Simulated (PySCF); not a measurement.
Compound: C4H6F2O.
Numbering: `[F:1][CH:2]([F:3])[C@@H:4]1[CH2:5][CH2:6][O:7]1` (hydrogens: H8 on C2; H9 on C4; H10, H11 on C5; H12, H13 on C6)

Computed with PBE0-D3(BJ)/def2-SVP geometry optimisation, gas phase in PySCF.

Question: List the bond lengths, angles and torsions at this level.

Answer: 
```json
{"bond": "F1–C2", "length (Å)": "1.352"}
{"bond": "C2–F3", "length (Å)": "1.352"}
{"bond": "C2–C4", "length (Å)": "1.512"}
{"bond": "C4–C5", "length (Å)": "1.533"}
{"bond": "C5–C6", "length (Å)": "1.533"}
{"bond": "C6–O7", "length (Å)": "1.431"}
{"bond": "C4–O7", "length (Å)": "1.419"}
{"bond": "C2–H8", "length (Å)": "1.104"}
{"bond": "C4–H9", "length (Å)": "1.105"}
{"bond": "C5–H10", "length (Å)": "1.097"}
{"bond": "C5–H11", "length (Å)": "1.097"}
{"bond": "C6–H12", "length (Å)": "1.103"}
{"bond": "C6–H13", "length (Å)": "1.103"}
```

A selection of angles:
```json
{"angle": "F1–C2–F3", "degrees": "107.9"}
{"angle": "F1–C2–C4", "degrees": "110.3"}
{"angle": "F1–C2–H8", "degrees": "108.2"}
{"angle": "F3–C2–C4", "degrees": "109.3"}
{"angle": "F3–C2–H8", "degrees": "109.2"}
{"angle": "C4–C2–H8", "degrees": "111.8"}
{"angle": "C2–C4–C5", "degrees": "115.7"}
{"angle": "C2–C4–O7", "degrees": "111.0"}
{"angle": "C2–C4–H9", "degrees": "108.0"}
{"angle": "C5–C4–O7", "degrees": "92.4"}
{"angle": "C5–C4–H9", "degrees": "116.4"}
{"angle": "O7–C4–H9", "degrees": "112.8"}
{"angle": "C4–C5–C6", "degrees": "83.8"}
{"angle": "C4–C5–H10", "degrees": "114.4"}
{"angle": "C4–C5–H11", "degrees": "115.4"}
{"angle": "C6–C5–H10", "degrees": "115.3"}
{"angle": "C6–C5–H11", "degrees": "116.3"}
{"angle": "H10–C5–H11", "degrees": "109.8"}
{"angle": "C5–C6–O7", "degrees": "91.9"}
{"angle": "C5–C6–H12", "degrees": "115.2"}
{"angle": "C5–C6–H13", "degrees": "116.1"}
{"angle": "O7–C6–H12", "degrees": "111.9"}
{"angle": "O7–C6–H13", "degrees": "111.9"}
{"angle": "H12–C6–H13", "degrees": "108.9"}
{"angle": "C4–O7–C6", "degrees": "91.8"}
```

Torsions: F1–C2–C4–C5 42° (synclinal); C2–C4–C5–C6 -111° (anticlinal); C4–C5–C6–O7 -3° (synperiplanar); C5–C6–O7–C4 4° (synperiplanar); C2–C4–O7–C6 115° (anticlinal).

The 3 C–C bonds span 1.512 Å (C2–C4, drawn single) to 1.533 Å (C5–C6, drawn single), a spread of 0.021 Å. The 4-membered ring C4–C5–C6–O7 has internal angles of 83.8° to 92.4° (sum 360°, against 360° for a flat polygon); it is almost planar, 0.02 Å rms from its mean plane, widest ring torsion 4°. Of the pairs four or more bonds apart, F1···H11 is among the closest relative to their van der Waals radii: 2.52 Å, 94 % of the sum of Bondi's values.

Point group: C1 (no symmetry element, even within 0.4 Å). Stationary, but not proved a minimum. One conformer, not necessarily the lowest.
